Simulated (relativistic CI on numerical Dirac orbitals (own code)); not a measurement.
# Ni4+ in a cubic cluster: 1s photoemission with charge transfer

Computed with a charge-transfer multiplet model of a cubic metal-ligand cluster with up to 3 ligand holes, Slater and spin-orbit integrals from Dirac-Coulomb-Breit ions, Slater integrals scaled by 0.8. The parameters are those of a tetrahedral site (10Dq negative, t2 hopping the larger). The ground state mixes d6 with configurations of k ligand holes L, whose averages lie at kΔ + k(k − 1)U_dd/2; a core hole lowers each added d electron by U_cd. 20 K, Lorentzian 1.1 eV and Gaussian 0.6 eV FWHM.

Atomic integrals in eV (Slater integrals scaled, ζ unscaled), ground: F2dd 11.354, F4dd 7.124, zeta_d 0.099; with the core hole: F2dd 12.615, F4dd 7.944, zeta_d 0.134, G2cd 0.078.

Cluster parameters (eV): U_dd = 6.5, U_cd = 7.3, 10Dq = -0.25, 10Dq(ligand) = 0, V(eg) = 1.27, V(t2g) = -2.17, final-state hopping factor = 0.8.

```tsv
Case	n_d	d6	d7L	d8L2	d9L3	S
Δ = -1.9 eV	6.80	0.32	0.56	0.12	0.00	1.99
Δ = -0.9 eV	6.68	0.41	0.51	0.08	0.00	1.99
Δ = 0.1 eV	6.56	0.50	0.45	0.06	0.00	1.99
Δ = 2.1 eV	6.38	0.65	0.32	0.03	0.00	2.00
Δ = 3.1 eV	6.31	0.71	0.27	0.02	0.00	2.00
```

Weights, n_d and S are thermal averages at 20 K. Binding energies count from the first peak over 30 % of the highest in each spectrum, which can be another peak from case to case. The parameters are a model scan and need not match a compound or its usual spin state. Peaks in eV (height, largest 100):
- Δ = -1.9 eV: 0.0 (100), 6.1 (37), 12.0 (8), 14.3 (9)
- Δ = -0.9 eV: 0.0 (100), 5.9 (34), 7.9 (12), 12.0 (14)
- Δ = 0.1 eV: 0.0 (100), 5.9 (33), 8.0 (13), 11.3 (15)
- Δ = 2.1 eV: 0.0 (100), 6.2 (38), 8.4 (11), 10.5 (6)
- Δ = 3.1 eV: 0.0 (100), 6.2 (37), 8.8 (6)

Curve for Δ = 3.1 eV (points under 2 left out, the grid thinned):

| E (eV) | Intensity |
| --- | --- |
| -3.1 | 3.8 |
| -2.8 | 4.6 |
| -2.4 | 6.1 |
| -2.1 | 7.9 |
| -1.8 | 10.4 |
| -1.5 | 14.5 |
| -1.1 | 24.8 |
| -0.8 | 39.7 |
| -0.5 | 64.0 |
| -0.2 | 91.0 |
| 0.2 | 95.9 |
| 0.5 | 71.9 |
| 0.8 | 46.4 |
| 1.2 | 26.4 |
| 1.5 | 19.3 |
| 1.8 | 15.4 |
| 2.1 | 12.5 |
| 2.5 | 9.7 |
| 2.8 | 8.6 |
| 3.1 | 8.1 |
| 3.4 | 8.2 |
| 3.8 | 9.8 |
| 4.1 | 11.8 |
| 4.4 | 13.4 |
| 4.8 | 13.8 |
| 5.1 | 14.9 |
| 5.4 | 19.0 |
| 5.7 | 27.0 |
| 6.1 | 36.4 |
| 6.4 | 33.7 |
| 6.7 | 24.5 |
| 7.0 | 16.0 |
| 7.4 | 9.6 |
| 7.7 | 7.3 |
| 8.0 | 6.1 |
| 8.4 | 5.7 |
| 8.7 | 5.9 |
| 9.0 | 5.7 |
| 9.3 | 4.8 |
| 9.7 | 3.4 |
| 10.0 | 2.8 |
| 10.3 | 2.5 |
| 10.6 | 2.4 |
| 11.0 | 2.3 |
| 11.3 | 2.0 |

For the case Δ = 0.1 eV, Δ = 0.1 eV is smaller than U_dd = 6.5 eV, the charge-transfer side of the Zaanen-Sawatzky-Allen scheme. With the core hole the configuration with one ligand hole lies at Δ − U_cd = -9.2, -8.2, -7.2, -5.2, -4.2 eV from the one without, in the order of the table; where this is negative the screened configuration lies lower.
